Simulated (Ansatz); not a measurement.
`[CH3][Al]([NH2])[Cl]` + NH₃ → `[NH2][Al]([NH2])[Cl]` + CH₄ at 298.15 K and 1 bar (ligand exchange at the Al–C bond).

Calculated with Ansatz (gas phase, PBE0-D4/def2-TZVP geometries, no zero-point term in ΔE). CCSD(T)/CBS adds triple-zeta CCSD(T) − MP2 to the extrapolated MP2 energy (def2 sets, frozen cores). This one scheme is used for every species. One conformer a species, not always the lowest.

| species | CCSD(T)/CBS energy (Eh) | H − E (kJ/mol) | S (J/(mol·K)) |
| --- | --- | --- | --- |
| `[CH3][Al]([NH2])[Cl]` | -797.68797 | 186.3 | 343.5 |
| NH₃ | -56.50880 | 100.5 | 192.4 |
| `[NH2][Al]([NH2])[Cl]` | -813.76750 | 159.0 | 327.3 |
| CH₄ | -40.46206 | 127.4 | 186.2 |

H − E and S are ideal-gas, rigid-rotor, harmonic terms from PBE0-D4/def2-TZVP, for one conformer and one mirror image of each species. 1 Eh = 2625.50 kJ/mol, R = 8.31446 J/(mol·K).

Problem. By hand: ΔE, ΔH, ΔS and ΔG.

Solution. ΔE = (-813.76750) + (-40.46206) − (-797.68797) − (-56.50880) = -0.03279 Eh = -86.1 kJ/mol. Δ(H − E) = 159.0 + 127.4 − 186.3 − 100.5 = -0.4, so ΔH = -86.5 kJ/mol. ΔS = 327.3 + 186.2 − 343.5 − 192.4 = -22.4 J/(mol·K). ΔG = -86.5 − 298.15 × (-22.4)/1000 = -79.8 kJ/mol.

Problem. By hand: the equilibrium constant, and the temperature at which ΔG would vanish if ΔH and ΔS stayed fixed.

Solution. log₁₀ K = −ΔG/(RT ln 10) = 14.0. ΔG = 0 at ΔH/ΔS = 3862 K, far beyond where these terms or the molecules hold.

ΔH outweighs TΔS. A doubt of 5 kJ/mol in ΔE shifts log₁₀ K by 0.9 here. Other conformers and mirror images would add mixing entropy, several J/(mol·K) or more a flexible species. Modes under 60 cm⁻¹, often nearly free rotors, make the harmonic entropy too high. These are equilibria of isolated gas molecules and say nothing of rates. Largest T1 diagnostic: 0.009 (customary marks: 0.02 for closed shells, 0.045 for open ones).
